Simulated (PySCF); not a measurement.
Job file and geometry (Å, from GFN2-xTB) of an NMR shielding run on SMILES CO[Si@@H](P)[SiH2]O[SiH3], CH11O2PSi3, GIAO PBE0/pcSseg-1 NMR shielding, non-relativistic, gas phase (PySCF 2.14.0, density-fitted response routines); density fitting, a coarse starting grid and PySCF grid level 2 are the driver's defaults:

```
$ OMP_NUM_THREADS=1 python probes_run.py task.json out

{"job": {"kind": "nmr", "xc": "PBE0", "basis": "pcSseg-1"}, "charge": 0, "multiplicity": 1}
C     -3.368319    -0.271009    -0.768242
O     -2.016414    -0.611802    -0.793724
Si    -0.765275     0.373628    -0.441236
P     -1.339218     1.622070     1.365400
Si     0.907258    -1.193716    -0.301904
O      2.185780    -0.360495     0.249301
Si     3.610762     0.167085     0.805315
H     -3.614048     0.252708     0.160223
H     -3.613976     0.378422    -1.610101
H     -3.954378    -1.187318    -0.833067
H     -0.670675     1.427947    -1.480770
H     -1.294231     0.558989     2.256589
H     -0.041842     2.000605     1.660293
H      1.333267    -1.793640    -1.572258
H      0.707980    -2.298574     0.650670
H      3.414793     1.596846     1.042723
H      4.609116    -0.088269    -0.230391
H      3.900662    -0.567159     2.035242
```

Question: What does the program print?

Answer: 
```
coarse grid: 16576 points
cycle   1  E = -1404.0804767886  dE =  6.124e-01  |g| = 9.785e-01  |ddm| = 3.805e+00
cycle   2  E = -1403.7613307662  dE =  3.191e-01  |g| = 1.623e+00  |ddm| = 2.260e+00
cycle   3  E = -1404.2471248780  dE = -4.858e-01  |g| = 8.378e-02  |ddm| = 1.650e+00
cycle   4  E = -1404.2484133643  dE = -1.288e-03  |g| = 3.415e-02  |ddm| = 1.441e-01
cycle   5  E = -1404.2487389598  dE = -3.256e-04  |g| = 7.939e-03  |ddm| = 6.162e-02
cycle   6  E = -1404.2487536636  dE = -1.470e-05  |g| = 1.907e-03  |ddm| = 1.179e-02
cycle   7  E = -1404.2487543106  dE = -6.470e-07  |g| = 7.333e-04  |ddm| = 2.175e-03
final grid: 140424 points
cycle   8  E = -1404.3082318978  dE = -1.665e-05  |g| = 1.050e-02  |ddm| = 2.104e-02
cycle   9  E = -1404.3082103424  dE =  2.156e-05  |g| = 1.537e-02  |ddm| = 1.645e-02
cycle  10  E = -1404.3082502968  dE = -3.995e-05  |g| = 1.122e-03  |ddm| = 1.063e-02
cycle  11  E = -1404.3082505827  dE = -2.859e-07  |g| = 1.319e-04  |ddm| = 1.259e-03
cycle  12  E = -1404.3082505868  dE = -4.122e-09  |g| = 3.466e-05  |ddm| = 1.580e-04
cycle  13  E = -1404.3082505869  dE = -1.589e-10  |g| = 2.103e-05  |ddm| = 4.747e-05
converged SCF energy = -1404.3082505869

GIAO shielding tensors (ppm)
atom      isotropic    diamagn.    paramagn.     s11        s22        s33       span
  0 C      132.330     241.886    -109.556    105.286    108.772    182.932     77.646
  1 O      344.683     402.268     -57.584    279.989    363.112    390.949    110.960
  2 Si     351.703     882.610    -530.907    269.151    340.496    445.462    176.311
  3 P      617.933     970.086    -352.154    532.149    614.038    707.611    175.461
  4 Si     384.366     880.823    -496.457    345.897    350.228    456.975    111.078
  5 O      346.901     399.628     -52.727    244.753    387.917    408.033    163.280
  6 Si     391.714     880.728    -489.014    354.797    356.406    463.939    109.142
  7 H       28.107      28.873      -0.765     22.657     28.173     33.492     10.834
  8 H       28.263      27.643       0.621     24.456     25.426     34.908     10.452
  9 H       27.992      27.417       0.575     23.591     25.622     34.764     11.173
 10 H       25.787      31.445      -5.658     22.961     24.309     30.091      7.131
 11 H       30.475      33.221      -2.746     26.120     27.129     38.175     12.054
 12 H       30.794      33.434      -2.641     26.077     27.475     38.829     12.752
 13 H       26.196      29.987      -3.790     22.542     25.515     30.532      7.991
 14 H       26.296      30.636      -4.339     23.061     25.517     30.311      7.251
 15 H       26.696      30.300      -3.604     22.769     25.983     31.337      8.568
 16 H       26.659      28.436      -1.777     23.131     24.894     31.953      8.822
 17 H       26.636      28.908      -2.272     23.306     24.920     31.683      8.377
```

Size and cost of the density-fitted run: 202 basis functions, 51 s wall time on 1 thread of an Arm Neoverse V1, shared host; peak memory 0.91 GiB.
